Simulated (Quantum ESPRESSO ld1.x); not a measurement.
One sound ld1.x (Quantum ESPRESSO 7.5) input for the sulfur ion S+ gives E = -397.975 hartree in 22 iterations:

```
 &input
    zed=16.0,
    iswitch=1,
    rel=1,
    dft='PBESOL',
    config='[Ne] 3s2 3p3',
    prefix='ld1',
    max_out_wfc=37,
    file_charge='ld1.rho',
 /
```

Changed or added lines, one case at a time, and what came of them:

- isic=1 latt=1: refused. The program stops in ld1_readin with "isic and latter correction not allowed": the two corrections exclude each other.
- config='[Ne] 3s2 3p3 4s4': refused. The program stops in el_config with "wrong occupancy:4": an s shell holds at most 2 electrons.
- xmin=-20.0: not converged. The mesh starts very near the nucleus; the cycle ends with warnings and the numbers are not to be used.
- config='[Ne] 3s2 3p': refused. The program stops in el_config with "no occupancy field?": each term needs its occupation.
- tr2=1e-25: usable despite the warning. The threshold lies below the rounding noise, so the cycle runs to its limit and warns, but the energy differs from the sound run by less than 1e-5 hartree.
- tr2=1e-3: inaccurate. The cycle stops early, after 7 iterations, and the energy is off by +0.01855 hartree against the sound run.
- rel=2 relpert=.true.: refused. The program stops in ld1_readin with "perturbative SO-splitting for AE calculations with rel=0 only": the perturbative correction needs rel = 0.
